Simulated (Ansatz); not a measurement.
`[Cl][SbH2]` and `[SiH3][SbH][Cl]` differ in one atom or group.

Ansatz, PBE0-D4/def2-TZVP geometries, multiplicity 1. 

Elements past krypton have def2 core potentials.

```json
{"property": "LUMO energy (ωB97M-V/def2-TZVPP) / eV", "`[Cl][SbH2]`": "0.13"}
{"property": "HOMO energy (ωB97M-V/def2-TZVPP) / eV", "`[Cl][SbH2]`": "-9.78"}
{"property": "HOMO energy (PBE/def2-TZVPP) / eV", "`[Cl][SbH2]`": "-6.57"}
{"property": "size of the dipole moment (ωB97M-V/def2-TZVPP) / D", "`[Cl][SbH2]`": "2.48"}
{"property": "HOMO energy (PBE0/def2-TZVPP) / eV", "`[Cl][SbH2]`": "-7.69"}
{"property": "HOMO–LUMO gap (PBE0/def2-TZVPP) / eV", "`[Cl][SbH2]`": "5.99"}
```

Problem. Give the same properties after the change, and the shifts. (Estimate.)

Solution. Computed: 
```tsv
property	`[SiH3][SbH][Cl]`	shift
LUMO energy (ωB97M-V/def2-TZVPP) / eV	0.02	-0.11
HOMO energy (ωB97M-V/def2-TZVPP) / eV	-9.25	0.53
HOMO energy (PBE/def2-TZVPP) / eV	-6.26	0.31
size of the dipole moment (ωB97M-V/def2-TZVPP) / D	2.43	-0.05
HOMO energy (PBE0/def2-TZVPP) / eV	-7.28	0.41
HOMO–LUMO gap (PBE0/def2-TZVPP) / eV	5.46	-0.53
```

With PBE0 the HOMO rises by 0.41 eV and the LUMO falls by 0.13 eV, so the gap narrows by about 0.54 eV. PBE moves the HOMO by 0.31 eV and ωB97M-V by 0.53 eV. The zero-point energy changes by 47.6 kJ/mol with +9 modes. Dipoles are sizes alone; their direction can turn.

Spin–orbit coupling is left out; it splits and shifts lone-pair levels of the heavy atoms by tenths of an eV.
